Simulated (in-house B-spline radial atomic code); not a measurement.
Tm²⁺ is squeezed into an impenetrable sphere of radius R (the orbitals vanish at R). Method: Dirac-Hartree-Fock, average of configuration, Fermi nucleus of rms radius 5.2256 fm. Calculated with a radial B-spline atomic code at the basis-set limit.

Energies in eV above the free ion in [Xe] 4f13:

```tsv
R (bohr)	highest level (eV)	[Xe] 4f13	[Kr] 4d10 4f14 5s2 5p5	[Kr] 4d9 4f14 5s2 5p6
7.18	-27.2	0.0001565	29.44	181.1
6.39	-27.2	0.00118	29.44	181.1
4.86	-27.1	0.06805	29.55	181.2
3.93	-26.4	0.8531	30.49	181.9
3.87	-26.4	1.005	30.66	182.1
3.09	-23.1	8.419	38.48	189.4
2.5	-14.4	42.68	72.59	223.4
2.17	-3.22	108.2	136.2	288.7
1.93	10.8	217.5	240.9	398.2
1.25	228	2003	1921	2195
```

(1) Does [Kr] 4d10 4f14 5s2 5p5 fall below [Xe] 4f13 under compression?

(2) Does [Kr] 4d9 4f14 5s2 5p6 fall below [Xe] 4f13 under compression?

The highest level is first positive in the row R = 1.93 bohr, pushed up by confinement above the zero of the free ion's potential. Each configuration is held fixed and needn't be the lowest in the sphere.

Answers

(1) Yes, between R = 1.93 and 1.25 bohr the order changes (near 1.78 bohr by linear interpolation).

(2) No, it stays above over the whole range.
